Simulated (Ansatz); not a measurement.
Input for Ansatz (development build ahead of 0.2.0):

```yaml
crystal:
  periodic: [false, false, false]
  atoms:
    - { symbol: Al, position_ang: [-0.04869, -0.0071, -0.00887] }
    - { symbol: Cl, position_ang: [1.21035, 1.25258, 1.21654] }
    - { symbol: Cl, position_ang: [1.20182, -1.26632, -1.24807] }
    - { symbol: Cl, position_ang: [-1.23033, 1.27104, -1.20778] }
    - { symbol: Cl, position_ang: [-1.24377, -1.26835, 1.20288] }
basis:
  gaussian: { orbitals: "6-31G" }
total_charge: -1
hamiltonian:
  xc: hf
correlation:
  method: mp2
  frozen_orbitals: { Al: 5, Cl: 5 }
```

The input is written out in the form of the current development build from the run's settings.

Results

```json
{
  "Converged": "yes",
  "Reference energy": "-2080.11825 hartree",
  "Correlation energy": "-0.18785 hartree",
  "Total energy": "-2080.30610 hartree",
  "Spin squared of the determinant": "0.000"
}
```

Caution: no diffuse functions for an anion.
